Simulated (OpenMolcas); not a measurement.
**CH4Zn (ZnMeH): entropy by statistical mechanics**

A singlet with charge 0, relaxed at HF/ANO-R0 (sfX2C) (OpenMolcas 26.06):

```xyz
6

Zn   -0.0229   -0.0323   -1.2506
C    -0.0061   -0.0183    0.6498
H    -0.4717    0.9443    1.1707
H     1.0641   -0.0881    1.1644
H    -0.5979   -0.9012    1.1839
H    -0.0367   -0.0466   -2.9573
```

Harmonic wavenumbers in cm⁻¹: 405, 406, 645, 671, 672, 1268, 1446, 1447, 1558, 2633, 2881, 2882.

Masses in u: Zn 65.38, C 12.011, H 1.008. Take T = 298.15 K, p = 1 bar, R = 8.3145 J/(mol K), kT/hc = 207.22 cm⁻¹, rigid rotor and harmonic oscillator.

Work out S° at 298 K.


1. Translation (Sackur–Tetrode): S = R[3/2 ln M + 5/2 ln T − 1.1517] with M = 81.423 gives 163.7 J/(mol K).
2. Rotation: principal moments 3.451, 55.879, 55.880 u Å² give A, B, C = 4.8851, 0.3017, 0.3017 cm⁻¹; the symmetry number is σ = 3; q = (√π/σ)√((kT/hc)³/ABC) = 2643; S = R(ln q + 3/2) = 78.0.
3. Vibration: with u = ν̃/207.22, each mode gives R[u/(eᵘ − 1) − ln(1 − e⁻ᵘ)]; the sum is 12.6, most from 405 cm⁻¹ (4.0), 406 cm⁻¹ (3.9), 645 cm⁻¹ (1.6).
4. Electronic: R ln 1 = 0.0, from the spin multiplicity alone.
5. Sum: 163.7 + 78.0 + 12.6 + 0.0 = 254.3 J/(mol K).

No measured value is set beside it here.
